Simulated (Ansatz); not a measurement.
Species: AlH3, charge 0, singlet. AlH3 (SMILES [AlH3]).
B3LYP-D3(BJ)/def2-TZVP minimum from Ansatz (a program for electronic structure):
```
Al
H 1 1.5801
H 1 1.5801 2 120.00
H 1 1.5801 2 120.00 3 -180.00
```
Charge 0, spin multiplicity 1.

Total energies in cc-pV(5+d)Z, 6 correlated electrons, 5 frozen orbitals. UHF or UKS for unpaired electrons; spin-orbit terms are left out. Correlated methods leave the cores frozen. No relativity.

```tsv
method	program	energy (Eh)	minus CCSDT(Q) (mEh)
HF	Ansatz	-243.64958	125.24
MP2	Ansatz	-243.75201	22.82
CCSD	Ansatz	-243.77259	2.23
CCSD(T)	Ansatz	-243.77438	0.44
CCSDT(Q)	Ansatz	-243.77483	0.00
```
